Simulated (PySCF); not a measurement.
**Spinor energies of Ne(3+) (neon, charge +3)**

Start: [He] 2s2 2p3; 2p1/2 filled at m_j = -1/2, +1/2; 2p3/2 filled at m_j = +3/2. Calculated with PySCF 2.14 in x2c-TZVPall-2c (5s3p2d1f, 31 functions): generalised Hartree-Fock with the X2C-1e Hamiltonian and a Gaussian nucleus; one run each with spin-orbit coupling (SO) switched off, then screened by Boettger's factors.

```tsv
spinor shell	electrons	ε, spin-free (eV)	ε, screened SO (eV)	weight of nominal j (screened SO)	rms radius, screened SO (bohr)
1s1/2	2	-975.76	-975.76	1.000	0.182
2s1/2	2	-116.94	-116.94	1.000	0.869
2p1/2	2	-98.469	-98.497	0.507	0.826
2p3/2	1	-98.469	-98.412	1.000	0.827
```

```
   quantity   spin-free  screened SO
E (hartree)  -124.24083   -124.24087
        M_J         3/2          3/2
       ⟨J²⟩       3.753        3.753
       ⟨L²⟩       0.000        0.000
       ⟨S²⟩       3.753        3.752
```

Each row is a mean over spinors that exchange with the open shell spreads, by up to 19.876 eV (2s1/2).

Rows whose weight is well below 1 are mixtures of j = l ± 1/2: exchange outweighs spin-orbit coupling there, and the label is only the starting occupation.

Without spin-orbit coupling the j labels of p, d and f shells carry no meaning; the spin-free column gives the mean over the occupied spinors of each nl shell.
